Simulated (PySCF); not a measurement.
SmC: frontier orbitals

PBEsol at R = 2.375 Å; PySCF, spin-free X2C with a Gaussian nucleus, basis sets Sm x2c-TZVPall, C x2c-TZVPall. State: quintet, about 5.9 electrons in the 4f shell (Mulliken), real f orbitals that mix terms. Only the outer orbitals are listed, counted within each symmetry.

```json
{"spin": "α", "orbital": "13σ", "occ.": "1", "ε (eV)": "-9.76", "on Sm (%)": "12", "main shells (%)": "87 C s"}
{"spin": "α", "orbital": "14σ", "occ.": "1", "ε (eV)": "-4.68", "on Sm (%)": "99", "main shells (%)": "98 Sm f"}
{"spin": "α", "orbital": "7π", "occ.": "1", "ε (eV)": "-3.67", "on Sm (%)": "97", "main shells (%)": "97 Sm f"}
{"spin": "α", "orbital": "3δ", "occ.": "1", "ε (eV)": "-3.64", "on Sm (%)": "100", "main shells (%)": "100 Sm f"}
{"spin": "α", "orbital": "15σ", "occ.": "1", "ε (eV)": "-3.63", "on Sm (%)": "93", "main shells (%)": "78 Sm s, 12 Sm p"}
{"spin": "α", "orbital": "3δ", "occ.": "1", "ε (eV)": "-3.28", "on Sm (%)": "99", "main shells (%)": "96 Sm f"}
{"spin": "α", "orbital": "1φ", "occ.": "1", "ε (eV)": "-3.20", "on Sm (%)": "100", "main shells (%)": "100 Sm f"}
{"spin": "α", "orbital": "1φ", "occ.": "1", "ε (eV)": "-3.15", "on Sm (%)": "97", "main shells (%)": "96 Sm f"}
{"spin": "α", "orbital": "7π", "occ.": "0", "ε (eV)": "-4.02", "on Sm (%)": "98", "main shells (%)": "98 Sm f"}
{"spin": "α", "orbital": "8π", "occ.": "0", "ε (eV)": "-2.75", "on Sm (%)": "62", "main shells (%)": "60 Sm d, 38 C p"}
{"spin": "α", "orbital": "8π", "occ.": "0", "ε (eV)": "-2.69", "on Sm (%)": "62", "main shells (%)": "55 Sm d, 38 C p"}
{"spin": "β", "orbital": "6π", "occ.": "1", "ε (eV)": "-21.18", "on Sm (%)": "100", "main shells (%)": "100 Sm p"}
{"spin": "β", "orbital": "13σ", "occ.": "1", "ε (eV)": "-12.46", "on Sm (%)": "8", "main shells (%)": "92 C s"}
{"spin": "β", "orbital": "14σ", "occ.": "1", "ε (eV)": "-4.71", "on Sm (%)": "20", "main shells (%)": "77 C p, 11 Sm d"}
{"spin": "β", "orbital": "7π", "occ.": "1", "ε (eV)": "-4.68", "on Sm (%)": "17", "main shells (%)": "83 C p, 13 Sm d"}
{"spin": "β", "orbital": "7π", "occ.": "1", "ε (eV)": "-4.57", "on Sm (%)": "16", "main shells (%)": "84 C p, 13 Sm d"}
{"spin": "β", "orbital": "15σ", "occ.": "0", "ε (eV)": "-2.59", "on Sm (%)": "99", "main shells (%)": "85 Sm s, 10 Sm d"}
{"spin": "β", "orbital": "8π", "occ.": "0", "ε (eV)": "-1.27", "on Sm (%)": "100", "main shells (%)": "86 Sm f, 14 Sm d"}
{"spin": "β", "orbital": "3δ", "occ.": "0", "ε (eV)": "-0.96", "on Sm (%)": "98", "main shells (%)": "83 Sm d, 10 Sm p"}
```

Q: Which are the highest filled and the lowest empty level, where do they sit, and how wide is the gap?

A: Highest filled α 1φ at -3.15 eV (in %: 96 Sm f); lowest empty α 7π at -4.02 eV (in %: 98 Sm f); the gap at PBEsol is -0.87 eV.

The bond order (Mayer) is 1.40. The ⟨S²⟩ is 8.666, the charge on Sm (Mulliken, basis-dependent) is 0.47 and the charge on Sm (Löwdin, basis-dependent) is 0.32. The dipole moment (positive dipole means Sm(−)C(+)) is -3.98 D.

Spin–orbit coupling is left out. Counting both spins, an empty level lies below a filled one in this solution, because spin and occupation are held. With d or f electrons several states lie close, and the lowest PBE0 determinant need not be the measured ground state.
